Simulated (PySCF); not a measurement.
Nb(O)2(OH) (HNbO3), SMILES [O]=[Nb](=[O])[OH], multiplicity 1. Atoms are numbered in the order given.

```xyz
5

Nb    -0.1453     0.0402     0.1481
O     -0.7193    -1.4449    -0.4762
O     -0.5537     1.2713    -0.9682
O      1.7083     0.0345     0.6195
H      2.4747    -0.5372     0.5280
```
Charge 0, spin multiplicity 1.

The structure is a stationary point at PBE0-D3(BJ)/def2-SVP. The multiplicity is an assumed one; other spin states were not compared. The def2 effective core potentials stand for the cores of Nb; spin–orbit coupling is left out. The values are those of a single conformer.

Method: r2SCAN/def2-TZVPD run with PySCF.

Mulliken values depend strongly on the basis, most of all with diffuse functions as here. ESP charges are fitted to the potential on shells at 1.4 to 2.0 van der Waals radii. Atomic charges (e):

```
atom     ESP fit  Mulliken
----  ----------  --------
Nb1   (withheld)      2.09
O2    (withheld)     -0.77
O3    (withheld)     -0.76
O4    (withheld)     -0.84
H5    (withheld)      0.28
```

Question: Complete the blanks. (Estimate from the structure and the level; the computed values follow.)

Answer: 
- Nb1, ESP fit: 1.86
- O2, ESP fit: -0.71
- O3, ESP fit: -0.68
- O4, ESP fit: -0.90
- H5, ESP fit: 0.44
